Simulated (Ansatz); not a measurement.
Calculated with Ansatz (gas phase, PBE0-D4/def2-TZVP geometries, no zero-point term in ΔE). CCSD(T)/CBS is the MP2 limit (def2-TZVPP, def2-QZVPP) plus CCSD(T) − MP2 in def2-TZVPP, frozen cores. Functionals use def2-TZVPP. B3LYP here is the variant with VWN-RPA as its local correlation; programs differ in this. One conformer a species, not always the lowest.

Reaction (substitution at a C–B bond): `COB(F)[CH2][AlH2]` + `OCS` → `[AlH2][CH2]OCS` + `COBF`

Q: Is it downhill or uphill in electronic energy at CCSD(T)/CBS, and by how much? (Best estimate.)

A: Computed: Uphill: ΔE = +26.7 kcal/mol.

Q: What do these levels give: PBE0-D4, B3LYP-D4, ωB97M-V, B2PLYP, MP2/def2-QZVPP, SCS-MP2/def2-QZVPP? (Best estimate.)

A: Computed: PBE0-D4 26.7, B3LYP-D4 24.3, ωB97M-V 26.4, B2PLYP 24.8, MP2/def2-QZVPP 27.4, SCS-MP2/def2-QZVPP 25.9 kcal/mol.

Largest T1 diagnostic among the species: 0.013.

From PBE to PBE0 (25 % exact exchange), in def2-TZVPP and without D4, ΔE moves by +1.6 kcal/mol. In def2-TZVPP, CCSD(T) changes the Hartree–Fock value by +1.6 kcal/mol (the triples alone add −0.2 kcal/mol) and MP2 by +2.6 kcal/mol.
